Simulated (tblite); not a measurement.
A geometry optimisation, step by step.

Compound: C6H8NP.
Bonds: C1–P2, P2–C3, C3–C4 (aromatic), C4–C5 (aromatic), C5–N6 (aromatic), N6–C7 (aromatic), C7–C8 (aromatic), C3–C8 (aromatic). Hydrogens: H9, H10, H11 on C1; H12 on P2; H13 on C4; H14 on C5; H15 on C7; H16 on C8.

Computed with GFN2-xTB (tblite), gas phase: L-BFGS steps from a force-field or distance-geometry start until the largest atomic force falls under 0.01 eV/Å. 9 of its 96 geometries are shown.

Step 0: E = -607.0560 eV, largest atomic force 2.438 eV/Å
```
atom  x, y, z in Å  |  force x, y, z in eV/Å
C1      2.667   -0.085    0.274   -2.080   0.502   1.168
P2      1.493    0.445   -1.112    0.866  -1.361  -1.586
C3     -0.187    0.119   -0.427    1.363   1.256   0.114
C4     -0.968    1.117    0.110    0.096   1.091   0.349
C5     -2.224    0.816    0.611    0.506  -0.840  -0.656
N6     -2.661   -0.440    0.519   -0.574  -0.524   0.211
C7     -1.920   -1.428   -0.017   -0.221   1.136   0.382
C8     -0.653   -1.164   -0.503   -0.131  -1.195  -0.183
H9      2.493   -1.174    0.461    0.407   0.848  -0.490
H10     3.681    0.189    0.041    0.094  -0.135  -0.038
H11     2.288    0.426    1.210    0.727  -0.317  -0.693
H12     1.707    1.843   -1.379   -0.431  -0.318   1.233
H13    -0.551    2.125    0.163   -0.250  -0.193   0.007
H14    -2.823    1.626    1.039   -0.107  -0.785  -0.081
H15    -2.307   -2.453   -0.066   -0.206   0.698   0.213
H16    -0.043   -1.952   -0.934   -0.060   0.137   0.049
```

Step 12: E = -607.7986 eV, largest atomic force 0.265 eV/Å
```
atom  x, y, z in Å  |  force x, y, z in eV/Å
C1      2.587   -0.061    0.255   -0.135   0.025   0.002
P2      1.546    0.339   -1.228   -0.089   0.186  -0.015
C3     -0.113    0.131   -0.460    0.069   0.003  -0.038
C4     -0.898    1.142    0.095    0.053  -0.108  -0.035
C5     -2.155    0.791    0.573    0.040   0.010  -0.033
N6     -2.650   -0.433    0.525    0.053   0.001  -0.009
C7     -1.901   -1.389    0.000   -0.004   0.025   0.010
C8     -0.633   -1.162   -0.505   -0.027  -0.007   0.022
H9      2.510   -1.132    0.442    0.077   0.047   0.037
H10     3.619    0.197    0.025   -0.007  -0.057   0.017
H11     2.253    0.492    1.132    0.017  -0.038  -0.007
H12     1.597    1.731   -1.070   -0.006   0.017   0.056
H13    -0.560    2.173    0.160    0.018  -0.251  -0.082
H14    -2.812    1.532    1.011    0.033   0.038   0.005
H15    -2.350   -2.374   -0.026    0.003  -0.003   0.018
H16    -0.049   -1.967   -0.940   -0.094   0.113   0.051
```

Step 24: E = -607.8206 eV, largest atomic force 0.045 eV/Å
```
atom  x, y, z in Å  |  force x, y, z in eV/Å
C1      2.568   -0.049    0.251    0.013  -0.004  -0.008
P2      1.546    0.399   -1.232   -0.014  -0.041   0.013
C3     -0.105    0.103   -0.489   -0.023  -0.004   0.001
C4     -0.879    1.115    0.068   -0.009  -0.002  -0.012
C5     -2.133    0.794    0.564    0.006  -0.002   0.009
N6     -2.638   -0.427    0.537    0.003   0.009   0.004
C7     -1.903   -1.392    0.010    0.000   0.010   0.009
C8     -0.639   -1.183   -0.516    0.002   0.004  -0.002
H9      2.495   -1.121    0.428    0.001   0.001  -0.011
H10     3.605    0.199    0.030    0.006  -0.007   0.033
H11     2.240    0.490    1.138   -0.006  -0.018  -0.005
H12     1.556    1.775   -0.975   -0.025   0.031  -0.004
H13    -0.514    2.132    0.109   -0.013  -0.003  -0.008
H14    -2.770    1.551    1.005    0.022  -0.007  -0.010
H15    -2.358   -2.375    0.004    0.022   0.017   0.006
H16    -0.079   -2.002   -0.946    0.016   0.016  -0.015
```

Step 36: E = -607.8221 eV, largest atomic force 0.059 eV/Å
```
atom  x, y, z in Å  |  force x, y, z in eV/Å
C1      2.564   -0.054    0.254   -0.016  -0.003   0.001
P2      1.549    0.402   -1.231   -0.026   0.050  -0.006
C3     -0.105    0.107   -0.496    0.006  -0.004   0.003
C4     -0.880    1.119    0.059   -0.004   0.003  -0.018
C5     -2.129    0.796    0.565    0.008  -0.012   0.000
N6     -2.628   -0.428    0.548   -0.019   0.000   0.015
C7     -1.895   -1.392    0.018   -0.006   0.021   0.002
C8     -0.636   -1.180   -0.519   -0.001  -0.017  -0.001
H9      2.496   -1.130    0.412   -0.008  -0.010  -0.006
H10     3.603    0.199    0.052    0.001   0.018   0.007
H11     2.221    0.466    1.147   -0.003  -0.004  -0.002
H12     1.539    1.783   -0.978    0.030  -0.051   0.004
H13    -0.520    2.138    0.089   -0.001   0.004   0.004
H14    -2.764    1.554    1.006    0.004  -0.014  -0.005
H15    -2.346   -2.377    0.018    0.018   0.023   0.007
H16    -0.076   -1.994   -0.956    0.016  -0.006  -0.005
```

Step 48: E = -607.8243 eV, largest atomic force 0.017 eV/Å
```
atom  x, y, z in Å  |  force x, y, z in eV/Å
C1      2.537   -0.073    0.254    0.000  -0.005  -0.002
P2      1.552    0.417   -1.241    0.001   0.010  -0.012
C3     -0.107    0.122   -0.520    0.004   0.004   0.002
C4     -0.885    1.132    0.033   -0.004   0.002  -0.005
C5     -2.120    0.799    0.566    0.002   0.005   0.003
N6     -2.604   -0.431    0.577    0.000   0.006  -0.003
C7     -1.871   -1.390    0.039   -0.007   0.007  -0.011
C8     -0.626   -1.170   -0.527    0.010  -0.003   0.014
H9      2.494   -1.155    0.368   -0.001  -0.010   0.000
H10     3.573    0.218    0.095    0.005   0.003   0.000
H11     2.152    0.402    1.155    0.000  -0.003  -0.001
H12     1.563    1.790   -0.960   -0.005   0.001   0.001
H13    -0.536    2.155    0.047   -0.002  -0.006   0.007
H14    -2.754    1.555    1.011   -0.008  -0.003  -0.001
H15    -2.309   -2.380    0.060    0.003  -0.001   0.003
H16    -0.064   -1.981   -0.968    0.003  -0.007   0.006
```

Step 59: E = -607.8247 eV, largest atomic force 0.017 eV/Å
```
atom  x, y, z in Å  |  force x, y, z in eV/Å
C1      2.533   -0.080    0.248    0.003   0.001  -0.004
P2      1.551    0.425   -1.244    0.001  -0.013   0.005
C3     -0.106    0.126   -0.521    0.000  -0.008   0.004
C4     -0.887    1.135    0.031    0.000   0.000  -0.010
C5     -2.123    0.802    0.562    0.003  -0.003   0.009
N6     -2.604   -0.429    0.573    0.002  -0.004   0.003
C7     -1.865   -1.388    0.042   -0.009  -0.006  -0.013
C8     -0.620   -1.168   -0.520    0.000   0.000   0.013
H9      2.493   -1.164    0.350    0.003   0.002  -0.006
H10     3.569    0.219    0.101   -0.002  -0.004  -0.006
H11     2.140    0.383    1.152    0.003  -0.002   0.007
H12     1.562    1.795   -0.952    0.003   0.016   0.006
H13    -0.539    2.158    0.045   -0.001   0.011  -0.001
H14    -2.759    1.556    1.008   -0.004   0.006  -0.009
H15    -2.300   -2.379    0.066   -0.003  -0.007   0.005
H16    -0.054   -1.982   -0.951    0.000   0.012  -0.001
```

Step 71: E = -607.8256 eV, largest atomic force 0.043 eV/Å
```
atom  x, y, z in Å  |  force x, y, z in eV/Å
C1      2.544   -0.101    0.230   -0.002   0.006   0.006
P2      1.544    0.452   -1.234    0.018  -0.006   0.031
C3     -0.105    0.137   -0.501   -0.004   0.002  -0.005
C4     -0.902    1.145    0.028   -0.016   0.010  -0.027
C5     -2.143    0.807    0.543    0.001   0.002   0.018
N6     -2.614   -0.427    0.561   -0.005   0.003   0.001
C7     -1.859   -1.387    0.055   -0.007   0.005  -0.006
C8     -0.605   -1.163   -0.489   -0.014   0.007  -0.010
H9      2.510   -1.189    0.293    0.015   0.025  -0.009
H10     3.576    0.210    0.082   -0.013  -0.022   0.001
H11     2.158    0.326    1.155    0.012  -0.006  -0.019
H12     1.566    1.815   -0.905   -0.007  -0.016   0.007
H13    -0.570    2.174    0.031    0.018   0.003  -0.003
H14    -2.792    1.563    0.966   -0.019   0.003   0.007
H15    -2.293   -2.378    0.083    0.041  -0.013  -0.003
H16    -0.023   -1.973   -0.906   -0.019  -0.002   0.011
```

Step 83: E = -607.8297 eV, largest atomic force 0.020 eV/Å
```
atom  x, y, z in Å  |  force x, y, z in eV/Å
C1      2.582   -0.206    0.145   -0.003   0.008   0.003
P2      1.529    0.582   -1.163    0.004   0.006   0.000
C3     -0.116    0.205   -0.452    0.007   0.003   0.019
C4     -0.990    1.202   -0.033   -0.002  -0.002  -0.011
C5     -2.235    0.833    0.450    0.003   0.009   0.012
N6     -2.644   -0.421    0.535   -0.001   0.003  -0.014
C7     -1.819   -1.369    0.126    0.004   0.004   0.010
C8     -0.554   -1.115   -0.377    0.000  -0.002  -0.006
H9      2.593   -1.286    0.001   -0.008   0.006  -0.004
H10     3.598    0.168    0.031    0.005  -0.012  -0.004
H11     2.217    0.024    1.144   -0.008   0.002   0.001
H12     1.588    1.875   -0.625    0.003  -0.008   0.000
H13    -0.705    2.244   -0.082    0.000  -0.008  -0.006
H14    -2.940    1.580    0.791   -0.010  -0.005   0.003
H15    -2.194   -2.381    0.204   -0.001  -0.003   0.006
H16     0.081   -1.925   -0.706    0.007  -0.001  -0.011
```

Step 95: E = -607.8302 eV, largest atomic force 0.010 eV/Å
```
atom  x, y, z in Å  |  force x, y, z in eV/Å
C1      2.588   -0.249    0.105   -0.001   0.004  -0.003
P2      1.526    0.644   -1.126    0.005   0.007   0.003
C3     -0.117    0.235   -0.430    0.006  -0.004  -0.002
C4     -1.024    1.224   -0.061    0.003  -0.003   0.002
C5     -2.269    0.841    0.410    0.000   0.002  -0.007
N6     -2.650   -0.420    0.524    0.001  -0.001   0.007
C7     -1.794   -1.360    0.161   -0.001   0.004   0.001
C8     -0.527   -1.091   -0.327    0.000  -0.004   0.001
H9      2.605   -1.311   -0.134   -0.005  -0.002   0.003
H10     3.602    0.137    0.021    0.005  -0.002  -0.007
H11     2.225   -0.110    1.121   -0.008   0.002   0.003
H12     1.604    1.893   -0.495    0.001  -0.004   0.000
H13    -0.759    2.269   -0.138   -0.009   0.000   0.004
H14    -3.000    1.579    0.714    0.001   0.003  -0.002
H15    -2.148   -2.378    0.266    0.004  -0.001  -0.004
H16     0.132   -1.896   -0.622   -0.001   0.000   0.001
```

Q: Summarise the path.

A: The energy falls by 0.7742 eV from step 0 to step 95; nine tenths of that is first reached at step 7. It falls at every step. The largest force goes from 2.438 to 0.010 eV/Å. Among the bonds C1–H11 changes most, from 1.132 to 1.088 Å; the atoms move by 0.385 Å rms after alignment.

Q: Follow the three bonds and two angles with the largest change from start to end.

A: 
```tsv
step	E above end (eV)	largest force (eV/Å)	C1–H11 (Å)	P2–H12 (Å)	C1–P2 (Å)	C3–P2–H12 (°)	C1–P2–H12 (°)
0	0.7742	2.438	1.132	1.439	1.891	112.1	108.4
4	0.1437	0.713	1.086	1.441	1.866	100.4	100.6
8	0.0618	0.315	1.089	1.392	1.858	98.0	97.9
12	0.0316	0.265	1.090	1.401	1.856	95.7	95.9
17	0.0172	0.107	1.087	1.401	1.856	95.5	94.8
21	0.0119	0.098	1.090	1.402	1.856	95.4	95.0
25	0.0095	0.029	1.088	1.401	1.856	95.2	95.1
29	0.0089	0.033	1.089	1.402	1.856	95.0	95.4
33	0.0086	0.025	1.088	1.401	1.857	94.6	95.6
37	0.0078	0.070	1.089	1.405	1.856	94.6	95.9
41	0.0068	0.058	1.089	1.399	1.858	94.6	95.6
45	0.0061	0.024	1.089	1.402	1.856	94.8	95.4
50	0.0059	0.016	1.089	1.401	1.857	94.9	95.3
54	0.0058	0.013	1.089	1.402	1.857	94.9	95.4
58	0.0056	0.017	1.088	1.401	1.856	94.8	95.4
62	0.0054	0.016	1.089	1.401	1.856	94.8	95.5
66	0.0053	0.021	1.088	1.402	1.855	94.8	95.6
70	0.0049	0.040	1.089	1.401	1.857	94.9	95.5
74	0.0034	0.063	1.090	1.404	1.857	95.0	95.5
78	0.0017	0.104	1.086	1.398	1.855	94.5	95.4
83	0.0005	0.020	1.088	1.401	1.855	94.5	95.6
87	0.0003	0.017	1.089	1.400	1.855	94.5	95.5
91	0.0001	0.014	1.089	1.401	1.855	94.5	95.6
95	0.0000	0.010	1.088	1.401	1.855	94.5	95.7
```

The cost below is that of the whole relaxation. The run took 0.5 s on an Arm Neoverse V2 with one thread, shared host with 192 logical CPUs at a one-minute load of 64.
